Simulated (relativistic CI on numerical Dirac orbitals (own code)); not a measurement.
**Forbidden transitions in Tb LXI**

Calculated at this level of theory: Dirac-Coulomb-Breit CI, KLI orbitals optimised for each configuration, model QED, unscaled Slater integrals (own radial code, finite nucleus).

CI space (outside the closed core 1s2): 2s2 2p, 2s 2p2, 2p3, 2p2 3s, 2p2 3p, 2p2 3d, 2s2 3s, 2s2 3p, 2s2 3d, 2s 2p 3s, 2s 2p 3p, 2s 2p 3d, 2s2 4s, 2s2 4p, 2s2 4d, 2s2 4f. Levels of other configurations are missing.

| λ vac (nm) | Lower | Upper | Type | A (s⁻¹) | log gf |
| --- | --- | --- | --- | --- | --- |
| 0.14552 | 2s 2p2 4P_3/2 [4] | 2p2 3d 4D_7/2 [96] | E2 | 3.72e+12 | -2.02 |
| 0.14553 | 2s 2p2 4P_5/2 [9] | 2p2 3d 4F_9/2 [120] | E2 | 4.23e+12 | -1.87 |
| 0.14555 | 2s 2p2 4P_5/2 [9] | 2p2 3d 2F_7/2 [119] | E2 | 2.51e+12 | -2.19 |
| 0.14586 | 2s 2p2 2D_5/2 [5] | 2p2 3d 2G_9/2 [98] | E2 | 4.21e+12 | -1.87 |
| 0.14631 | 2s 2p2 4P_3/2 [4] | 2p2 3d 2G_7/2 [92] | E2 | 4.33e+11 | -2.95 |
| 0.14652 | 2s 2p2 4P_3/2 [4] | 2p2 3d 4D_1/2 [90] | E2 | 3.71e+12 | -2.62 |
| 0.14697 | 2s 2p2 2D_5/2 [5] | 2p2 3d 2G_7/2 [92] | E2 | 1.95e+12 | -2.30 |
| 0.14718 | 2s 2p2 2P_3/2 [11] | 2p2 3d 2F_7/2 [119] | E2 | 1.68e+12 | -2.36 |
| 0.14724 | 2s 2p2 4P_1/2 [2] | 2p2 3d 2D_3/2 [42] | E2 | 4.04e+12 | -2.28 |
| 0.14808 | 2s 2p2 2D_3/2 [7] | 2p2 3d 2G_7/2 [92] | E2 | 1.70e+12 | -2.35 |
| 0.15031 | 2s 2p2 2D_5/2 [5] | 2s 2p 3d 4F°_9/2 [71] | M2 | 9.50e+09 | -4.49 |
| 0.15138 | 2s2 2p 2P°_1/2 [1] | 2s2 3p 2P°_3/2 [24] | E2 | 8.39e+11 | -2.94 |
| 0.15159 | 2s 2p2 2D_3/2 [7] | 2s 2p 3p 2S_1/2 [70] | E2 | 8.26e+11 | -3.24 |
| 0.15168 | 2s 2p2 4P_3/2 [4] | 2s 2p 3p 4D_7/2 [58] | E2 | 5.65e+11 | -2.81 |
| 0.15222 | 2s 2p2 4P_1/2 [2] | 2s 2p 3p 4D_5/2 [30] | E2 | 7.86e+11 | -2.79 |
| 0.15239 | 2s 2p2 2D_5/2 [5] | 2s 2p 3p 4D_7/2 [58] | E2 | 3.59e+11 | -3.00 |
| 0.16635 | 2s 2p2 4P_5/2 [9] | 2s 2p 3d 4F°_9/2 [71] | M2 | 2.90e+10 | -3.92 |
| 0.16648 | 2s 2p2 4P_5/2 [9] | 2s 2p 3p 2S_1/2 [70] | E2 | 2.83e+11 | -3.63 |
| 0.16810 | 2s2 2p 2P°_3/2 [3] | 2s2 3p 2P°_3/2 [24] | E2 | 6.89e+11 | -2.93 |
| 0.16862 | 2s 2p2 2P_3/2 [11] | 2s 2p 3p 2S_1/2 [70] | E2 | 8.21e+11 | -3.16 |
| 0.16889 | 2s 2p2 4P_5/2 [9] | 2s 2p 3p 4D_7/2 [58] | E2 | 4.62e+11 | -2.80 |
| 0.17109 | 2s 2p2 2P_3/2 [11] | 2s 2p 3p 4D_7/2 [58] | E2 | 4.05e+10 | -3.85 |
| 0.17379 | 2s2 2p 2P°_3/2 [3] | 2s2 3p 2P°_1/2 [17] | E2 | 1.39e+12 | -2.90 |
| 1.5220 | 2s2 2p 2P°_1/2 [1] | 2s2 2p 2P°_3/2 [3] | M1 | 2.44e+09 | -3.47 |
| 1.5978 | 2s 2p 3d 2F°_7/2 [38] | 2s 2p 3d 4F°_9/2 [71] | M1 | 2.41e+09 | -3.04 |
| 1.6567 | 2s 2p2 4P_1/2 [2] | 2s 2p2 4P_3/2 [4] | M1 | 2.55e+09 | -3.38 |

Terms are leading LS components. Brackets give the number of a level in order of energy, since labels repeat. The list gives strong lines, with weight on those to low levels. Levels whose partners in the same complex of configurations lie outside the list can be far off, and so can their lines. Rates are taken at the computed energies, electric ones in the length gauge.

At this charge energies of transitions that change n are usually good to better than 1 %, and those within a shell (Δn = 0) to a few per cent.

LS names give the leading component of a level, which can be under half, so a name can repeat, a term be missing and a line seem to break the LS rules.
